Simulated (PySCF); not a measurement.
## Dipole response of Pb (lead, neutral)

[Xe] 4f14 5d10 6s2 6p2, high-spin 3P determinant. All numbers are calculated (PySCF 2.14, scalar relativity by spin-free X2C-1e, in aug-cc-pwCVTZ-DK3 (11s10p8d5f1g, 125 functions)). Coupled (time-dependent) response in atomic units; α is the mean over directions.

```
method  mean α (bohr³)         α xx, yy, zz  C₆ (like pair)  S(−4)
   UHF           62.37  46.81, 70.15, 70.15           737.6   1480
```

S(−4) is the Cauchy moment in α(ω) = α(0) + S(−4) ω² + …

Reference α: 47 ± 3 bohr³ (recommended; Schwerdtfeger and Nagle, table of static dipole polarizabilities (2023 update)). Published C₆: 534.0 (Gould and Bucko (2016)).

Spin-orbit coupling is absent.

Hartree-Fock lies above the reference because it lacks correlation, which contracts the outer shell.

α(iu) at UHF:

| u (hartree) | α(iu) (bohr³) |
| --- | --- |
| 0 | 62.37 |
| 0.0500 | 58.96 |
| 0.100 | 51.23 |
| 0.200 | 35.75 |
| 0.300 | 25.42 |
| 0.500 | 14.79 |
| 0.750 | 9.172 |
| 1.00 | 6.490 |
| 1.50 | 3.961 |
| 2.00 | 2.750 |
| 3.00 | 1.577 |
| 5.00 | 0.7166 |

A single London oscillator, α(iu) = α/(1 + u²/ω²), gives C₆ = (3/4) ω α². Matching the computed C₆ needs ω = 4 × 737.6 / (3 × 62.37²) = 0.253 hartree.

The components differ because the open shell of this determinant is not spherical; for a pure term their mean is the scalar polarisability.

Spin-orbit coupling is strong in this species (close to jj coupling), so the high-spin LS determinant is a model state, not a physical level.
